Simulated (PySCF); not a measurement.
**Polarisability and C₆ of Ar (argon, neutral)**

[Ne] 3s2 3p5 4s1, high-spin 3P determinant (an excited configuration). Computed with PySCF 2.14 in aug-cc-pV(T+d)Z with one added diffuse shell each of s, p, d, f type (7s6p5d3f, 71 functions), with the non-relativistic Hamiltonian (point nucleus). Coupled (time-dependent) response in atomic units; α is the mean over directions.

```json
{"method": "UHF", "mean α (bohr³)": "447.7", "α xx, yy, zz": "515.4, 413.9, 413.9", "C₆ (like pair)": "7219", "S(−4)": "205600"}
{"method": "PBE", "mean α (bohr³)": "352.6", "α xx, yy, zz": "389.2, 334.3, 334.3", "C₆ (like pair)": "5139", "S(−4)": "124200"}
{"method": "PBE0", "mean α (bohr³)": "386.2", "α xx, yy, zz": "429.5, 364.6, 364.6", "C₆ (like pair)": "5887", "S(−4)": "148300"}
{"method": "BHandHLYP", "mean α (bohr³)": "329.2", "α xx, yy, zz": "363.3, 312.1, 312.1", "C₆ (like pair)": "4647", "S(−4)": "108200"}
{"method": "MN15", "mean α (bohr³)": "269.4", "α xx, yy, zz": "269.1, 269.5, 269.5", "C₆ (like pair)": "3584", "S(−4)": "67220"}
```

S(−4) is the Cauchy moment in α(ω) = α(0) + S(−4) ω² + …

α(iu) at MN15:

```tsv
u (hartree)	α(iu) (bohr³)
0	269.4
0.0500	167.0
0.100	80.85
0.200	30.23
0.300	17.29
0.500	9.243
0.750	5.711
1.00	3.949
1.50	2.205
2.00	1.399
3.00	0.7106
5.00	0.2971
```

A single London oscillator, α(iu) = α/(1 + u²/ω²), gives C₆ = (3/4) ω α². Matching the computed C₆ needs ω = 4 × 3584 / (3 × 269.4²) = 0.0658 hartree.

The components differ because the open shell of this determinant is not spherical; for a pure term their mean is the scalar polarisability.

The outer electron is Rydberg-like, and this basis confines it to a smaller radius and binds it less than a complete one would.
